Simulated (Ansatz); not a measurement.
CH₇BFNSi (`C[SiH](F)BN`), relaxed with RKS PBE0-D4/def2-TZVP in Ansatz from a PBE-D4/def2-SVP geometry. The force threshold is 0.005 eV/Å; the program also tests the step.

Total charge 0; spin multiplicity 1.

Start:

```xyz
12

C     1.574   -1.026    0.746
Si   -0.046   -0.069    0.843
F     0.319    1.528    1.160
B    -1.110   -0.009   -0.869
N    -1.304    1.263   -1.408
H     2.154   -0.936    1.687
H     1.363   -2.103    0.574
H     2.206   -0.666   -0.090
H    -0.830   -0.567    2.036
H    -1.575   -0.972   -1.454
H    -0.937    2.105   -0.953
H    -1.815    1.453   -2.272
```

```json
{"step": "1", "energy (eV)": "-13907.7825", "largest force (eV/Å)": "1.006", "largest move (Å)": "0.000"}
{"step": "2", "energy (eV)": "-13907.8353", "largest force (eV/Å)": "0.638", "largest move (Å)": "0.038"}
{"step": "3", "energy (eV)": "-13907.8493", "largest force (eV/Å)": "0.090", "largest move (Å)": "0.024"}
{"step": "4", "energy (eV)": "-13907.8499", "largest force (eV/Å)": "0.050", "largest move (Å)": "0.029"}
{"step": "5", "energy (eV)": "-13907.8507", "largest force (eV/Å)": "0.018", "largest move (Å)": "0.020"}
{"step": "6 (rejected)", "energy (eV)": "-13907.8507", "largest force (eV/Å)": "0.058", "largest move (Å)": "0.020"}
{"step": "7", "energy (eV)": "-13907.8510", "largest force (eV/Å)": "0.008", "largest move (Å)": "0.009"}
{"step": "8", "energy (eV)": "-13907.8512", "largest force (eV/Å)": "0.012", "largest move (Å)": "0.017"}
{"step": "9", "energy (eV)": "-13907.8512", "largest force (eV/Å)": "0.004", "largest move (Å)": "0.003"}
```

End:

```xyz
12

C     1.562   -1.026    0.742
Si   -0.019   -0.044    0.855
F     0.371    1.486    1.232
B    -1.082    0.025   -0.852
N    -1.320    1.262   -1.427
H     2.119   -0.984    1.681
H     1.334   -2.075    0.530
H     2.206   -0.654   -0.058
H    -0.822   -0.558    2.003
H    -1.520   -0.947   -1.403
H    -0.988    2.124   -1.023
H    -1.842    1.392   -2.279
```

It took 11 s on 4 threads of an AMD EPYC 9R45 on a shared host, with 0.53 GiB of host memory at the peak.
